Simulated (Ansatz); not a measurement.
Molecule: CH8O2Si2, net charge 0, singlet state. 
Geometry from a B3LYP-D3(BJ)/def2-TZVP (Ansatz, a program for electronic structure) optimisation:
```xyz
13

Si     1.7815    -1.0026     0.4465
O      0.4793    -0.2456     1.1420
C      0.0199     1.0224     0.7533
O     -0.4641     1.0298    -0.5642
Si    -1.7976     0.1745    -1.0567
H      1.4384    -1.5932    -0.8660
H      2.8836    -0.0261     0.2652
H      2.1754    -2.0703     1.3862
H     -0.7714     1.2987     1.4559
H      0.8308     1.7551     0.7941
H     -2.2008     0.7657    -2.3474
H     -1.4940    -1.2622    -1.2378
H     -2.8780     0.3183    -0.0500
```
Charge 0, spin multiplicity 1.

Property: atomisation energy (electronic, to ground-state atoms); the coupled-cluster value holds the core correlation from cc-pwCVTZ, in kcal/mol. Valence correlation only, unless marked. UHF or UKS for open shells. Spin-orbit coupling is left out. Non-relativistic. Basis-set limits of correlation are two-point, X^-3; Hartree-Fock from the larger set.

Level to compare with: CCSD(T)/CBS(cc-pV(T+d)Z,cc-pV(Q+d)Z) plus the core term (Ansatz), 1084.8 kcal/mol. It is a level with limits of its own, and the differences hold the functionals' basis error too.

Rank these functionals by how close they come to CCSD(T)/CBS(cc-pV(T+d)Z,cc-pV(Q+d)Z), closest first: r2SCANh/def2-TZVPD (Ansatz); r2SCAN0/def2-TZVPD (Ansatz); BHLYP/def2-TZVPD (Ansatz); CAM-B3LYP/def2-TZVPD (Ansatz).

CAM-B3LYP/def2-TZVPD (range-separated hybrid, 1079.7 kcal/mol, difference -5.1), r2SCANh/def2-TZVPD (hybrid meta-GGA, 1069.3 kcal/mol, difference -15.5), r2SCAN0/def2-TZVPD (hybrid meta-GGA, 1060.1 kcal/mol, difference -24.7), BHLYP/def2-TZVPD (global hybrid, 1044.6 kcal/mol, difference -40.2)
